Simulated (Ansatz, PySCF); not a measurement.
Spin states of H2O2Re (SMILES [OH][Re][OH]), each relaxed with B3LYP-D3(BJ)/def2-TZVP.
State 1 (charge 0, multiplicity 4):
```xyz
5

Re     0.148    -0.255     0.132
O      1.476    -0.073    -1.189
H      1.740     0.746    -1.623
O     -1.399    -0.533     1.166
H     -2.020     0.145     1.457
```
State 2 (charge 0, multiplicity 6):
```xyz
5

Re     0.0203    -0.0930     0.0072
O      1.3985    -0.0596    -1.3964
H      2.0180     0.6561    -1.5626
O     -1.2830    -0.3676     1.4552
H     -2.2077    -0.1062     1.4395
```

Singlets are restricted, other states unrestricted; no spin–orbit coupling, no relativity up to Kr; see below for the cores. The largest T1 diagnostic is 0.034.

Correlated levels freeze the inner cores; with def2 sets outer-core shells near the valence are correlated too.

The values were computed with Ansatz (Gaussian orbitals); PySCF for the dispersion terms.  In def2 rows elements past Kr take small-core potentials, without spin–orbit coupling.

```csv
level,energy of the multiplicity-6 state less that of the multiplicity-4 state (kcal/mol)
PBE/def2-TZVPP,7.35
PBE-D4/def2-TZVPP,7.39
BLYP/def2-TZVPP,13.71
r2SCAN/def2-TZVPP,-2.12
B3LYP-D3(BJ)/def2-TZVPP,8.20
B3LYP-D4/def2-TZVPP,8.22
BHLYP-D4/def2-TZVPP,0.68
wB97X-V/def2-TZVPP,___
CCSD(T)/def2-SVP,___
```

Fill in the missing entries.


- wB97X-V/def2-TZVPP, energy of the multiplicity-6 state less that of the multiplicity-4 state (kcal/mol): 9.13
- CCSD(T)/def2-SVP, energy of the multiplicity-6 state less that of the multiplicity-4 state (kcal/mol): 2.22

Ansatz is a quantum-chemistry and plane-wave program.
